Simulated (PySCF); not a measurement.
HFPbS, singlet, at a GFN2-xTB geometry (such geometries of metal compounds can be far from the true shape) (core potentials on Pb), atoms displaced at random by about 0.03 Å a coordinate; B3LYP/def2-SVP, gradient in PySCF.

Here is a job for PySCF.
```python
from pyscf import gto, scf, dft

mol = gto.M(
    atom='''
Pb    0.192132   -0.170220    0.374571
F     0.286557   -1.723661   -1.015460
S    -0.919117    1.610559   -1.123171
H    -1.001927    2.507964   -0.225104
''',
    basis='def2-svp',
    ecp={'Pb': 'def2-svp'},
    charge=0,
    spin=0,
    verbose=4,
)

mf = dft.RKS(mol)
mf.xc = 'b3lyp'
mf.conv_tol = 1e-11
mf.kernel()
g = mf.nuc_grad_method()
grad = g.kernel()
```

The log (banner, timings and long lists left out):

```
PySCF version 2.14.0

[INPUT] verbose = 4
[INPUT] num. atoms = 4
[INPUT] num. electrons = 48
[INPUT] charge = 0
[INPUT] spin (= nelec alpha-beta = 2S) = 0
[INPUT] symmetry False subgroup None
[INPUT] Mole.unit = angstrom
[INPUT] Symbol           X                Y                Z      unit          X                Y                Z       unit  Magmom
[INPUT]  1 Pb     0.192132000000  -0.170220000000   0.374571000000 AA    0.363076859765  -0.321669180923   0.707836604204 Bohr   0.0
[INPUT]  2 F      0.286557000000  -1.723661000000  -1.015460000000 AA    0.541514249077  -3.257247221594  -1.918941290451 Bohr   0.0
[INPUT]  3 S     -0.919117000000   1.610559000000  -1.123171000000 AA   -1.736879406432   3.043515417453  -2.122485581054 Bohr   0.0
[INPUT]  4 H     -1.001927000000   2.507964000000  -0.225104000000 AA   -1.893367626807   4.739365090269  -0.425384909544 Bohr   0.0

nuclear repulsion = 155.535398633262
number of shells = 27
number of NR pGTOs = 128
number of NR cGTOs = 63
basis = def2-svp
ecp = {'Pb': 'def2-svp'}

******** <class 'pyscf.dft.rks.RKS'> ********
method = RKS
initial guess = minao
damping factor = 0
level_shift factor = 0
DIIS = <class 'pyscf.scf.diis.CDIIS'>
diis_start_cycle = 1
diis_space = 8
diis_damp = 0
SCF conv_tol = 1e-11
SCF conv_tol_grad = None
SCF max_cycles = 50
direct_scf = True
direct_scf_tol = 1e-13
XC library pyscf.dft.libxc version 7.1.2
    S. Lehtola, C. Steigemann, M. J. T. Oliveira, and M. A. L. Marques,  SoftwareX 7, 1–5 (2018)
XC functionals = b3lyp
    P. J. Stephens, F. J. Devlin, C. F. Chabalowski, and M. J. Frisch,  J. Phys. Chem. 98, 11623 (1994)
radial grids:
    Treutler-Ahlrichs [JCP 102, 346 (1995); DOI:10.1063/1.469408] (M4) radial grids

becke partition: Becke, JCP 88, 2547 (1988); DOI:10.1063/1.454033
pruning grids: <function nwchem_prune>
grids dens level: 3
symmetrized grids: False
atomic radii adjust function: <function treutler_atomic_radii_adjust>
small_rho_cutoff = 0
Set gradient conv threshold to 3.16228e-06
Initial guess from minao.
tot grids = 66184
init E= -667.501372554341
  HOMO = -0.68516957686737  LUMO = -0.59442980225652  gap/eV = 2.46916
cycle= 1 E= -689.263090662741  delta_E= -21.8  |g|= 2.35  |ddm|= 13.4
  HOMO = 0.0275216918567919  LUMO = 0.0375548627268273  gap/eV = 0.27302
cycle= 2 E= -661.479136838654  delta_E= 27.8  |g|= 9.83  |ddm|= 11.9
  HOMO = -0.112090752547189  LUMO = -0.0944481878975761  gap/eV = 0.48008
cycle= 3 E= -690.542512315344  delta_E= -29.1  |g|= 1.74  |ddm|= 9.35
  HOMO = -0.0692127519518327  LUMO = -0.00653260726008707  gap/eV = 1.70561
cycle= 4 E= -687.844520441428  delta_E=  2.7  |g|= 3.97  |ddm|= 3.96
  HOMO = -0.236916246795028  LUMO = -0.0674952103685769  gap/eV = 4.61018
cycle= 5 E= -691.399727472126  delta_E= -3.56  |g|= 0.362  |ddm|= 2.74
  HOMO = -0.243685606111386  LUMO = -0.105368346190751  gap/eV = 3.76380
cycle= 6 E= -691.444106555639  delta_E= -0.0444  |g|= 0.0854  |ddm|= 0.634
  HOMO = -0.262496671024825  LUMO = -0.103213571938426  gap/eV = 4.33431
cycle= 7 E= -691.445478454748  delta_E= -0.00137  |g|= 0.0472  |ddm|= 0.166
  HOMO = -0.253467708206655  LUMO = -0.103223293531499  gap/eV = 4.08836
cycle= 8 E= -691.446329221232  delta_E= -0.000851  |g|= 0.0151  |ddm|= 0.0862
  HOMO = -0.255307695412165  LUMO = -0.103952232212045  gap/eV = 4.11859
cycle= 9 E= -691.446392873329  delta_E= -6.37e-05  |g|= 0.00319  |ddm|= 0.017
  HOMO = -0.255515707879718  LUMO = -0.103839045224419  gap/eV = 4.12733
cycle= 10 E= -691.446396042461  delta_E= -3.17e-06  |g|= 0.000858  |ddm|= 0.00413
  HOMO = -0.255632431643401  LUMO = -0.103785479276205  gap/eV = 4.13197
cycle= 11 E= -691.446396326992  delta_E= -2.85e-07  |g|= 6.74e-05  |ddm|= 0.00134
  HOMO = -0.255633963594933  LUMO = -0.103782769423361  gap/eV = 4.13208
cycle= 12 E= -691.446396328127  delta_E= -1.14e-09  |g|= 1.65e-05  |ddm|= 0.00011
  HOMO = -0.255633560256547  LUMO = -0.103783666522361  gap/eV = 4.13205
cycle= 13 E= -691.446396328218  delta_E= -9.06e-11  |g|= 3.02e-06  |ddm|= 2.86e-05
  HOMO = -0.255633209801739  LUMO = -0.103784084857956  gap/eV = 4.13203
cycle= 14 E= -691.446396328216  delta_E= 1.25e-12  |g|= 7.6e-07  |ddm|= 5.42e-06
  HOMO = -0.25563327979137  LUMO = -0.10378395547577  gap/eV = 4.13203
Extra cycle  E= -691.446396328219  delta_E= -2.61e-12  |g|= 1.24e-06  |ddm|= 2.51e-06
converged SCF energy = -691.446396328219

******** <class 'pyscf.grad.rks.Gradients'> for <class 'pyscf.dft.rks.RKS'> ********
unit = Eh/Bohr
grid_response = False
--------------- RKS gradients ---------------
         x                y                z
0 Pb    -0.0006195326     0.0035214177     0.0009936283
1 F     0.0007923335    -0.0057406980    -0.0028201414
2 S    -0.0020531420     0.0369048229     0.0402703074
3 H     0.0018022412    -0.0346537276    -0.0382852998
----------------------------------------------
```
